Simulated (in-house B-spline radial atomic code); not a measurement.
# Ionising Sr⁵⁺ with different functionals

Computed with a radial B-spline atomic code at the basis-set limit: scalar-relativistic (spin-free X2C) Hamiltonian, Fermi nucleus of rms radius 4.224 fm, spin-polarised at highest spin, spherical fractional occupations for the functionals, the average over the highest-spin determinants for Hartree-Fock. The ionisation energy is the difference of two self-consistent energies, [Ar] 3d10 4s2 4p3 → [Ar] 3d10 4s2 4p2, without Breit or QED terms; ε is the level of the shell that loses the electron (its least bound occupied spin orbital). There is no spin-orbit coupling in this Hamiltonian.

Hybrids are left out here: with spherical fractional occupations of an open shell their exact exchange keeps a self-interaction that integer-occupation calculations don't have.

```json
{"method": "Hartree-Fock", "rung": "Hartree-Fock", "ΔSCF (eV)": "88.78", "-ε(4p) (eV)": "89.18"}
{"method": "LDA VWN5", "rung": "LDA", "ΔSCF (eV)": "89.24", "-ε(4p) (eV)": "81.50"}
{"method": "LDA PW92", "rung": "LDA", "ΔSCF (eV)": "89.22", "-ε(4p) (eV)": "81.48"}
{"method": "LDA exchange-only", "rung": "LDA", "ΔSCF (eV)": "87.93", "-ε(4p) (eV)": "80.23"}
{"method": "PBE", "rung": "GGA", "ΔSCF (eV)": "89.16", "-ε(4p) (eV)": "81.47"}
{"method": "PBEsol", "rung": "GGA", "ΔSCF (eV)": "89.16", "-ε(4p) (eV)": "81.45"}
{"method": "BLYP", "rung": "GGA", "ΔSCF (eV)": "88.89", "-ε(4p) (eV)": "81.14"}
{"method": "RPBE", "rung": "GGA", "ΔSCF (eV)": "89.14", "-ε(4p) (eV)": "81.47"}
{"method": "PW91", "rung": "GGA", "ΔSCF (eV)": "89.25", "-ε(4p) (eV)": "81.55"}
{"method": "BP86", "rung": "GGA", "ΔSCF (eV)": "89.22", "-ε(4p) (eV)": "81.51"}
{"method": "AM05", "rung": "GGA", "ΔSCF (eV)": "89.14", "-ε(4p) (eV)": "81.42"}
{"method": "OLYP", "rung": "GGA", "ΔSCF (eV)": "89.40", "-ε(4p) (eV)": "81.69"}
{"method": "TPSS", "rung": "meta-GGA", "ΔSCF (eV)": "89.38", "-ε(4p) (eV)": "81.74"}
{"method": "SCAN", "rung": "meta-GGA", "ΔSCF (eV)": "89.91", "-ε(4p) (eV)": "82.35"}
{"method": "r2SCAN", "rung": "meta-GGA", "ΔSCF (eV)": "89.87", "-ε(4p) (eV)": "82.29"}
{"method": "revTPSS", "rung": "meta-GGA", "ΔSCF (eV)": "89.41", "-ε(4p) (eV)": "81.77"}
```

How do they compare with the NIST value?

NIST lists 88 eV ± 2 (tabulated theory, ground level to ground level). Errors run from -0.07 to +1.91 eV; all lie within about twice that uncertainty, so the table can't rank the methods. Hartree-Fock also lacks correlation.
